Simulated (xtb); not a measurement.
C$_{3}$H$_{3}$ (SMILES C#C[CH2-]), charge -1, singlet, geometry from GFN2-xTB; GFN2-xTB with ALPB(water) in xtb.

The xtb input:
```
$ xtb mol.xyz --gfn 2 --chrg -1 --uhf 0 --alpb water --json

# file mol.xyz
6

C     -0.00058846    -0.06735310     0.13145175
C      0.01272709     0.42165409     1.28692893
C     -0.00916618    -0.23508926    -1.20054090
H      0.00817204    -0.08669387     2.25254432
H      0.90933867    -0.33006222    -1.78374476
H     -0.93534543    -0.29851433    -1.77583821
```

The log (banner, timings and long lists left out):

```
   ID    Z sym.   atoms
    1    6 C      1-3
    2    1 H      4-6

           -------------------------------------------------
          |                Calculation Setup                |
           -------------------------------------------------

           -------------------------------------------------
          |                 G F N 2 - x T B                 |
           -------------------------------------------------

      * Solvation model:               ALPB
        Solvent                        water
        Parameter file                 internal GFN2-xTB/ALPB
        Dielectric constant                8.0200E+01
        Reference state                gsolv [1 M gas/solution]
        Free energy shift                  1.0808E-03 Eh       6.7819E-01 kcal/mol
        Temperature                        2.9815E+02 K
        Density                            1.0000E+00 kg/L
        Solvent mass                       1.8000E+01 g/mol
        Interaction kernel             P16
        Born radius scaling (c1)           1.4744E+00
        Born radii integrator          GBOBC
        Born offset                        0.0000E+00 a0       0.0000E+00 AA
        H-bond correction              true
        Ion screening                  false
        Surface tension                    1.0000E-05 Eh       1.5569E+01 dyn/cm
        Grid points                               230 per atom

          ...................................................
          :                      SETUP                      :
          :.................................................:
          :  # basis functions                  15          :
          :  # atomic orbitals                  15          :
          :  # shells                            9          :
          :  # electrons                        16          :
          :  max. iterations                   250          :
          :  Hamiltonian                  GFN2-xTB          :
          :  restarted?                      false          :
          :  GBSA solvation                   true          :
          :  PC potential                    false          :
          :  electronic temp.          300.0000000     K    :
          :  accuracy                    1.0000000          :
          :  -> integral cutoff          0.2500000E+02      :
          :  -> integral neglect         0.1000000E-07      :
          :  -> SCF convergence          0.1000000E-05 Eh   :
          :  -> wf. convergence          0.1000000E-03 e    :
          :  Broyden damping             0.4000000          :
          :  net charge                         -1          :
          :  unpaired electrons                  0          :
          ...................................................

 iter      E             dE          RMSdq      gap      omega  full diag
   1     -8.2377288 -0.823773E+01  0.664E+00    4.51       0.0  T
   2     -8.2431718 -0.544303E-02  0.400E+00    4.23       1.0  T
   3     -8.2298310  0.133408E-01  0.267E+00    4.32       1.0  T
   4     -8.2529910 -0.231599E-01  0.270E-01    4.26       1.0  T
   5     -8.2531013 -0.110303E-03  0.134E-01    4.23       1.0  T
   6     -8.2531120 -0.107032E-04  0.460E-02    4.25       1.0  T
   7     -8.2531152 -0.323653E-05  0.224E-02    4.24       1.8  T
   8     -8.2531159 -0.680892E-06  0.547E-03    4.24       7.5  T
   9     -8.2531159 -0.160227E-07  0.185E-03    4.24      22.1  T
  10     -8.2531159 -0.155764E-07  0.676E-04    4.24      60.4  T
  11     -8.2531159 -0.116427E-08  0.117E-04    4.24     348.6  T

   *** convergence criteria satisfied after 11 iterations ***

         :::::::::::::::::::::::::::::::::::::::::::::::::::::
         ::                     SUMMARY                     ::
         :::::::::::::::::::::::::::::::::::::::::::::::::::::
         :: total energy              -8.078644555610 Eh    ::
         :: total w/o Gsasa/hb        -8.075725744029 Eh    ::
[...]
         :: total charge              -1.000000000000 e     ::
         :::::::::::::::::::::::::::::::::::::::::::::::::::::

           -------------------------------------------------
          |                Property Printout                |
           -------------------------------------------------

    * Orbital Energies and Occupations

         #    Occupation            Energy/Eh            Energy/eV
      -------------------------------------------------------------
         1        2.0000           -0.5210240             -14.1778
         2        2.0000           -0.4990868             -13.5808
         3        2.0000           -0.4461140             -12.1394
         4        2.0000           -0.4235536             -11.5255
         5        2.0000           -0.3924406             -10.6789
         6        2.0000           -0.3362167              -9.1489
         7        2.0000           -0.3051293              -8.3030
         8        2.0000           -0.2378251              -6.4715 (HOMO)
         9                         -0.0819055              -2.2288 (LUMO)
        10                         -0.0703840              -1.9152
        11                          0.1658509               4.5130
        12                          0.2672367               7.2719
        13                          0.3457981               9.4096
        14                          0.5101939              13.8831
        15                          1.1765074              32.0144
      -------------------------------------------------------------
                  HL-Gap            0.1559196 Eh            4.2428 eV
             Fermi-level           -0.1598653 Eh           -4.3502 eV

     #   Z          covCN         q      C6AA      α(0)
     1   6 C        1.961    -0.126    34.593     9.498
     2   6 C        1.906    -0.298    40.284    10.250
     3   6 C        2.830    -0.192    33.042     9.419
     4   1 H        0.924    -0.126     6.580     4.012
     5   1 H        0.924    -0.129     6.693     4.046
     6   1 H        0.924    -0.129     6.693     4.046

 Mol. C6AA /au·bohr⁶  :        661.052641
 Mol. C8AA /au·bohr⁸  :      15268.140809
 Mol. α(0) /au        :         41.270744

Wiberg/Mayer (AO) data.
largest (>0.10) Wiberg bond orders for each atom

 ---------------------------------------------------------------------------
     #   Z sym  total        # sym  WBO       # sym  WBO       # sym  WBO
 ---------------------------------------------------------------------------
     1   6 C    3.949 --     2 C    2.376     3 C    1.559
     2   6 C    3.610 --     1 C    2.376     4 H    0.937     3 C    0.237
     3   6 C    3.734 --     1 C    1.559     6 H    0.951     5 H    0.951
                             2 C    0.237
     4   1 H    0.984 --     2 C    0.937
     5   1 H    0.983 --     3 C    0.951
     6   1 H    0.983 --     3 C    0.951
 ---------------------------------------------------------------------------

Topologies differ in total number of bonds
Writing topology from bond orders to xtbtopo.mol

molecular dipole:
                 x           y           z       tot (Debye)
 q only:        0.001       0.038       0.009
   full:       -0.006      -0.306      -0.117       0.833
molecular quadrupole (traceless):
                xx          xy          yy          xz          yz          zz
 q only:        3.360       0.004       4.050      -0.077      -1.791      -7.410
  q+dip:        2.169      -0.022       1.457      -0.063      -2.209      -3.626
   full:        3.344      -0.040       1.673      -0.082      -2.727      -5.016

           -------------------------------------------------
          | TOTAL ENERGY               -8.078644555610 Eh   |
          | GRADIENT NORM               0.003396332241 Eh/α |
          | HOMO-LUMO GAP               4.242787783802 eV   |
           -------------------------------------------------

normal termination of xtb
```
